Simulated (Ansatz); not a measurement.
This geometry of BrF4HHf (7 atoms, charge 0, multiplicity 1) is a first-order saddle point.

All numbers below come from RKS BHLYP-D4/def2-SVP in Ansatz 0.2.0.

```xyz
7
Properties=species:S:1:pos:R:3
Hf -0.248 0.000 -0.011
F -0.110 0.000 2.065
F 1.643 0.000 -0.115
F -0.675 1.563 -0.988
F -0.675 -1.563 -0.988
Br -2.746 0.000 1.364
H -1.323 0.000 2.175
```

Q: Which two structures does it join? (They come from a converged band through this point; their orientation in space is the band's.)

A: Bonds broken: Br6–H7. Bonds formed: F2–H7.

Initial state:

```xyz
7
Properties=species:S:1:pos:R:3
Hf 0.072 0.000 -0.027
F 0.256 0.000 1.884
F 1.874 0.000 -0.623
F -0.651 1.596 -0.782
F -0.651 -1.596 -0.782
Br -2.831 0.000 1.280
H -2.203 0.000 2.552
```

Final state:

```xyz
7
Properties=species:S:1:pos:R:3
Hf -0.435 0.000 -0.107
F -0.113 0.000 2.192
F 1.446 0.000 0.192
F -0.633 1.528 -1.199
F -0.633 -1.528 -1.199
Br -2.771 0.000 1.097
H -0.995 0.000 2.526
```

Q: How far does it lie above each of them?

A: 11.2 kcal/mol above the first and 6.7 kcal/mol above the second. This is the barrier of this one path; another mechanism may lie lower. The orbitals stay closed-shell, which can raise the energy where a bond breaks towards radicals; this wasn't checked here.

Run time: 2.9 min on 4 threads of AMD EPYC 7R43 64-Core Processor (Zen 3), with other jobs on the host, peak memory 0.38 GiB.
